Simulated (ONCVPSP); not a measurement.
## Transferability test, ONCV potential for Au (Z = 79)

ONCVPSP 4.0.1 input, shortened (lines: element, Z, core and valence counts, functional; n l f; lmax; l rc ep ncon nbas qcut; lloc lpopt rc5 dvloc0; l nproj debl; icmod fcfact rcfact), LDA (Perdew-Wang 92), scalar-relativistic:

```
  Au 79.00    9    4  -001012      upf
    1    0    2.00
    2    0    2.00
    2    1    6.00
    3    0    2.00
    3    1    6.00
    3    2   10.00
    4    0    2.00
    4    1    6.00
    4    2   10.00
    4    3   14.00
    5    0    2.00
    5    1    6.00
    5    2    9.00
    3
    0    0.95    0.00    4    8    5.40
    1    1.55    0.00    4    8    9.60
    2    1.80    0.00    4    9    8.10
    3    0.45    0.00    3    7   22.80
    4    5    0.40    0.00
    0    2    0.90
    1    2    2.30
    2    2    3.10
    3    3    3.10
    3    3.00    1.00
```

In the s channel the program set the typed energies aside and used -4.794, 0.250 Ha. In the p channel the program set the typed energies aside and used -2.999, 0.250 Ha. In the f channel the program set the typed energies aside and used -3.799, 0.250, 3.350 Ha.

Energies are relative to the spin-unpolarised reference configuration 4f14 5s2 5p6 5d9; without spin polarisation the order of configurations can differ from experiment.

Problem. Give the all-electron excitation energy and the error of the potential for: 4f14 5s2 5p6 5d10 6s1; 4f14 5s2 5p6 5d10; 4f14 5s2 5p6 5d8; 4f14 5s2 5p6 5d10 6p1.

Solution.

| valence configuration | charge | ΔE all-electron (eV) | error AE − PS (meV) |
| --- | --- | --- | --- |
| 4f14 5s2 5p6 5d10 6s1 | 0 | -31.269 | +6.7 |
| 4f14 5s2 5p6 5d10 | +1 | -21.502 | +3.0 |
| 4f14 5s2 5p6 5d8 | +3 | 34.171 | -8.2 |
| 4f14 5s2 5p6 5d10 6p1 | 0 | -25.873 | +5.1 |

Levels in the configuration 4f14 5s2 5p6 5d8:

| level | all-electron (eV) | pseudo (eV) |
| --- | --- | --- |
| 4f | -118.251 | -118.137 |
| 5s | -145.088 | -145.079 |
| 5p | -95.985 | -95.983 |
| 5d | -40.921 | -40.921 |

Note: ghosts flagged at negative energy: s at -2057.1 eV, p at -1188.1 eV, d at -251.0 eV, f at -719.5 eV; GHOST(+) flagged for s at 51.3 eV. A true bound ghost makes a file unfit for plane-wave use.
